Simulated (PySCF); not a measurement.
Sb(SiH3)3.
Bonds: Sb1–Si2, Sb1–Si6, Sb1–Si10. Hydrogens: H3, H4, H5 on Si2; H7, H8, H9 on Si6; H11, H12, H13 on Si10.

Method used: PBE0-D3(BJ)/def2-SVP geometry optimisation, gas phase, def2 core potentials past Kr in PySCF.

(1) How far are the bound atoms from Sb1?

(2) List the angles at Sb1.

(3) What is the shape at Sb1?

(4) What are the other bond lengths?

Results:

(1) 3 atoms: Si2 2.578 Å, Si6 2.578 Å, Si10 2.578 Å. The nearest atom not counted as bound is H5, at 3.37 Å (others tie with it).

(2) 
| angle | degrees | distance of the outer atoms (Å) |
| --- | --- | --- |
| Si2–Sb1–Si10 | 90.6 | 3.66 |
| Si6–Sb1–Si10 | 90.3 | 3.66 |
| Si2–Sb1–Si6 | 90.1 | 3.65 |

(3) Pyramidal: angles 90.6°, 90.3° and 90.1°, sum 271.0°, 1.48 Å off the plane of its three neighbours.

(4) Si2–H3 and 8 like bonds 1.495 Å.

Point group: near C3v, missed by 0.20 Å at most; the miss may be what the optimiser left on a soft mode. Charge 0, singlet. No frequency check.

On Arm Neoverse V1, one thread, shared host with 32 logical CPUs at a one-minute load of 32, this took 62 s and 0.51 GiB of memory at its peak. These figures are those of the optimisation.
